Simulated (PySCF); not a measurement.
Se(H)(Et) (C2H6Se), SMILES CC[SeH]. Atoms are numbered in the order given.

```xyz
9

Se    -0.5569    -0.2165     0.5500
H     -1.5225    -0.0767    -0.5547
C      1.0305    -0.2417    -0.6238
C      1.2546     1.0501    -1.3975
H      0.9417    -1.1120    -1.2897
H      1.8587    -0.4422     0.0730
H      1.3447     1.9102    -0.7172
H      0.4208     1.2509    -2.0885
H      2.1794     0.9802    -1.9957
```
Charge 0, spin multiplicity 1.

Geometry: TPSSh-D3(BJ)/def2-SVP. Other conformers were not sampled.

The numbers are results of PySCF with TDDFT-M06-2X/def2-SVPD, not measurements.

Vertical excitations. Gas-phase values at a fixed geometry.

```tsv
state	energy (eV)	λ (nm)	f	main pairs
S1	4.68	265	0.002	HOMO→LUMO 80 %, HOMO→LUMO+4 13 %
S2	5.62	221	0.034	HOMO→LUMO+1 91 %
S3	6.53	190	0.009	HOMO→LUMO+2 89 %
S4	6.77	183	0.042	HOMO→LUMO+4 51 %, HOMO→LUMO+3 18 %, HOMO→LUMO 13 %, HOMO→LUMO+2 8 %
S5	7.08	175	0.016	HOMO→LUMO+3 77 %, HOMO→LUMO+4 15 %
S6	7.51	165	0.063	HOMO→LUMO+5 65 %, HOMO→LUMO+7 11 %
S7	7.58	164	0.027	HOMO−1→LUMO 69 %
S8	7.98	155	0.079	HOMO→LUMO+6 69 %
S9	8.19	151	0.145	HOMO−1→LUMO+1 54 %, HOMO→LUMO+8 27 %
S10	8.27	150	0.122	HOMO→LUMO+8 50 %, HOMO−1→LUMO+1 20 %, HOMO−1→LUMO 15 %
T1	4.36	284	0	HOMO→LUMO 76 %, HOMO→LUMO+4 15 %
T2	5.26	236	0	HOMO→LUMO+1 77 %
T3	6.53	190	0	HOMO−1→LUMO 69 %, HOMO−1→LUMO+4 12 %
T4	6.54	190	0	HOMO→LUMO+2 58 %, HOMO→LUMO+4 19 %
```
Triplets are in the Tamm–Dancoff approximation, which puts them higher than full response would, so one can lie above its singlet here.
